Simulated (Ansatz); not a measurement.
Species: C$_{3}$H$_{3}$NS, charge 0, singlet. C3H3NS (SMILES c1cscn1).
B3LYP-D3(BJ)/def2-TZVP minimum from Ansatz (a quantum-chemistry and plane-wave program):
```xyz
8

C     -0.8414    -1.1059     0.2736
C     -1.2034     0.1853     0.0333
S      0.1986     1.1385    -0.2423
C      1.1708    -0.2750    -0.0132
N      0.5056    -1.3590     0.2456
H     -1.5283    -1.9139     0.4777
H     -2.1917     0.6120     0.0050
H      2.2472    -0.2268    -0.0863
```
Charge 0, spin multiplicity 1.

Total energies in hartree (Ansatz). Radicals and triplets start from unrestricted determinants; spin-orbit coupling is neglected. Correlated methods leave the cores frozen. No relativity. For partners of very few electrons the exact lower level stands in for a higher one. The restricted determinant of C3H3NS (c1cscn1, singlet) is unstable towards broken spin symmetry in at least one set run.

```csv
species,HF/cc-pV(T+d)Z,CCSD(T)/cc-pV(T+d)Z,HF/cc-pV(Q+d)Z,CCSD(T)/cc-pV(Q+d)Z,CCSD(T)/cc-pV(D+d)Z,CCSDT(Q)/cc-pV(D+d)Z
"1: C3H3NS (1,3-thiazole, SMILES c1cscn1)",-567.38570,-568.29962,-567.40058,-568.36745,-568.07597,-568.07910
2: C (triplet),-37.69157,-37.78076,-37.69331,-37.78654,-37.76038,-37.76071
3: S (triplet),-397.50938,-397.65444,-397.51264,-397.66785,-397.60412,-397.60456
4: N (quartet),-54.40069,-54.51471,-54.40372,-54.52482,-54.47850,-54.47866
5: H (doublet),-0.49981,-0.49981,-0.49995,-0.49995,-0.49928,-0.49928
```

Work out the atomisation energy (electronic, to ground-state atoms) in kJ/mol: take Hartree-Fock from cc-pV(Q+d)Z, extrapolate the CCSD(T) correlation energy as X^-3 (X = 3, 4), and add CCSDT(Q) - CCSD(T) in cc-pV(D+d)Z. 1 hartree = 2625.5 kJ/mol.


Species 1: correlation (64·(-0.96687) - 27·(-0.91392))/37 = -1.00551; step -0.00313; E1 = -567.40058 + (-1.00551) + (-0.00313) = -568.40922
Species 2: correlation (64·(-0.09323) - 27·(-0.08919))/37 = -0.09618; step -0.00033; E2 = -37.69331 + (-0.09618) + (-0.00033) = -37.78982
Species 3: correlation (64·(-0.15521) - 27·(-0.14506))/37 = -0.16262; step -0.00044; E3 = -397.51264 + (-0.16262) + (-0.00044) = -397.67570
Species 4: correlation (64·(-0.12110) - 27·(-0.11402))/37 = -0.12627; step -0.00016; E4 = -54.40372 + (-0.12627) + (-0.00016) = -54.53015
Species 5: correlation (64·(0.00000) - 27·(0.00000))/37 = 0.00000; step +0.00000; E5 = -0.49995 + (0.00000) + (+0.00000) = -0.49995
-1·E1 +3·E2 +1·E3 +1·E4 +3·E5 = 1.33406 hartree = 3502.6 kJ/mol.
